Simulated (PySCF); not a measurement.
# Magnetisability: SMILES C[C@@]1(F)OCO[C@@H]1C#N, C₅H₆FNO₂

Molfile (atoms numbered from 1):
```
C5H6FNO2
     RDKit          3D

 15 15  0  0  0  0  0  0  0  0999 V2000
   -0.8101   -1.7419    0.3221 C   0  0  0  0  0  0  0  0  0  0  0  0
   -0.3626   -0.4143   -0.2531 C   0  0  1  0  0  0  0  0  0  0  0  0
   -0.1131   -0.5938   -1.6105 F   0  0  0  0  0  0  0  0  0  0  0  0
   -1.3227    0.5656   -0.1044 O   0  0  0  0  0  0  0  0  0  0  0  0
   -0.6335    1.7873   -0.0079 C   0  0  0  0  0  0  0  0  0  0  0  0
    0.5040    1.5184    0.7605 O   0  0  0  0  0  0  0  0  0  0  0  0
    0.9173    0.2115    0.4052 C   0  0  2  0  0  0  0  0  0  0  0  0
    2.0536    0.2280   -0.5030 C   0  0  0  0  0  0  0  0  0  0  0  0
    2.9488    0.2685   -1.2094 N   0  0  0  0  0  0  0  0  0  0  0  0
   -1.0094   -1.6342    1.3838 H   0  0  0  0  0  0  0  0  0  0  0  0
   -1.7220   -2.0468   -0.1844 H   0  0  0  0  0  0  0  0  0  0  0  0
   -0.0387   -2.4889    0.1555 H   0  0  0  0  0  0  0  0  0  0  0  0
   -0.3593    2.1572   -1.0114 H   0  0  0  0  0  0  0  0  0  0  0  0
   -1.2586    2.5130    0.5142 H   0  0  0  0  0  0  0  0  0  0  0  0
    1.2020   -0.3214    1.3208 H   0  0  0  0  0  0  0  0  0  0  0  0
  1  2  1  0
  2  3  1  6
  2  4  1  0
  4  5  1  0
  5  6  1  0
  6  7  1  0
  7  8  1  0
  8  9  3  0
  7  2  1  0
  1 10  1  0
  1 11  1  0
  1 12  1  0
  5 13  1  0
  5 14  1  0
  7 15  1  1
M  END
```

Method: PySCF 2.14.0, GIAO PW91/6-311G** magnetisability, non-relativistic, IEF-PCM dichloromethane. Geometry: GFN2-xTB.

(1) How diamagnetic is it, and how anisotropic?

(2) Split it along the inertial axes a, b, c into diamagnetic and paramagnetic parts about the centre of mass, with the quadrupole moment.

Results:

(1) Isotropic -1166 × 10⁻³⁰ J/T², or -70.2 × 10⁻⁶ cm³/mol; principal values -1268, -1140, -1092 × 10⁻³⁰ J/T², anisotropy 158 × 10⁻³⁰ J/T² (root of half the summed squared differences of the principal values). The susceptibility is in cgs units.

(2) 
| axis | χ (10⁻⁶ cm³/mol) | diamagnetic (10⁻⁶ cm³/mol) | paramagnetic (10⁻⁶ cm³/mol) | summed x² of all electrons (Å²) | quadrupole Θ (D Å) |
| --- | --- | --- | --- | --- | --- |
| a | -71.6 | -605.0 | 533.4 | 137.3 | -15.10 |
| b | -68.8 | -774.0 | 705.1 | 97.5 | +7.30 |
| c | -70.3 | -996.2 | 925.9 | 45.1 | +7.79 |

Anisotropies 2χaa − χbb − χcc = -4.1 and 2χbb − χaa − χcc = +4.2 × 10⁻⁶ cm³/mol. Θ is traceless in Buckingham's convention.
